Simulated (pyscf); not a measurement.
H₃C–ZnH, singlet

Gas-phase minimum from PySCF at ωB97X-D3(BJ)/def2-SVP, one conformer. 

```
C
H 1 1.1035
H 1 1.1035 2 107.18
H 1 1.1035 2 107.18 3 114.78
Zn 1 1.9453 2 111.68 3 -122.61
H 5 1.5480 4 156.44 1 180.00
```
Charge 0, spin multiplicity 1.

Properties at ωB97X-D3(BJ)/def2-SVP:

```yaml
harmonic_wavenumbers_unscaled: 425, 425, 572, 696, 696, 1226, 1443, 1443, 1867, 3055, 3151, 3151 cm⁻¹
zero_point_energy: 25.9 kcal/mol
rotational_symmetry_number: 3
Entropy of this conformer at 298 K and 1 atm, rigid rotor and harmonic oscillator, modes under 100 cm⁻¹ raised to 100: 253.6 J/(mol K)
dipole_moment: 0.32 D
```

Single-point totals, which compare only within one level (frozen core for MP2 and CC):

```csv
level,total energy (hartree)
ωB97X-D3(BJ)/def2-TZVP,-1819.89247
PBE/def2-TZVP,-1819.57138
r²SCAN/def2-TZVP,-1819.85872
B3LYP-D3(BJ)/def2-TZVP,-1819.96460
PBE0-D3(BJ)/def2-TZVP,-1819.59982
M06-2X/def2-TZVP,-1819.84461
ωB97M-D3(BJ)/def2-TZVP,-1819.93934
HF/def2-TZVPP,-1817.98548
MP2/def2-TZVPP,-1819.02255
CCSD/def2-TZVPP,-1818.95818
CCSD(T)/def2-TZVPP,-1818.98352
```

The CCSD(T) − MP2 part came from Ansatz, without density fitting, on the same reference. The frozen core leaves the outer d or s,p core shells of the metals and heavy elements correlated in the MP2 and CC values, and def2-TZVPP describes them poorly, so these totals are far from the basis limit. Elements up to Kr have no core potential and no relativistic terms here.
